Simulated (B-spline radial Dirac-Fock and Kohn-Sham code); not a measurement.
**Pt⁵⁺: non-radiative channels of the L2 vacancy**

System: the Pt⁵⁺ ion, [Xe] 4f14 5d5.

Input of the calculation (task.json; shells as n, l, electrons):

```json
{"items": [{
  "Z": 78,
  "q": 5,
  "cfg": [[1, 0, 2], [2, 0, 2], [2, 1, 6], [3, 0, 2], [3, 1, 6], [3, 2, 10], [4, 0, 2], [4, 1, 6], [4, 2, 10], [4, 3, 14], [5, 0, 2], [5, 1, 6], [5, 2, 5]],
  "A": 195,
  "rrms": 5.427,
  "do": ["binding", "quiet", "decay"],
  "holes": ["K", "L1", "L2", "L3", "M1", "M2", "M3", "M4", "M5", "N1", "N2", "N3", "N4", "N5", "N6", "N7"]
}]}
```

Command: `python xray_run.py task.json out`

Method: a relativistic independent-particle model: LDA orbitals of the hole state, radiative multipoles to third order, Auger rates from the Coulomb interaction with a continuum orbital, Dirac-Fock energies. Computed with a radial atomic solver. Kinetic energies are configuration averages from the vacuum level; the two-hole energies are estimated from single-hole states.

| transition | kinetic energy (eV) | width (meV) | share (%) |
| --- | --- | --- | --- |
| L2-L3N2 | 967.8 | 205 | 5.7 |
| L2-L3N4 | 1252.3 | 264 | 7.3 |
| L2-M1M2 | 6794.1 | 108 | 3.0 |
| L2-M2M3 | 7440.3 | 300 | 8.3 |
| L2-M2M4 | 7889.5 | 150 | 4.2 |
| L2-M2M5 | 7961.7 | 239 | 6.6 |
| L2-M3M4 | 8265.2 | 192 | 5.3 |
| L2-M4M4 | 8705.6 | 152 | 4.2 |
| L2-M4M5 | 8785.3 | 633 | 17.6 |
| L2-M4N5 | 10634.1 | 121 | 3.4 |

The listed channels hold 66 % of the non-radiative rate. Summed by principal shells, of 3.60 eV in all: LMM 54.5 %, LMN 20.9 %, LLN 18.0 %, LMO 2.2 %, LLO 2.0 %, LNN 1.9 %.
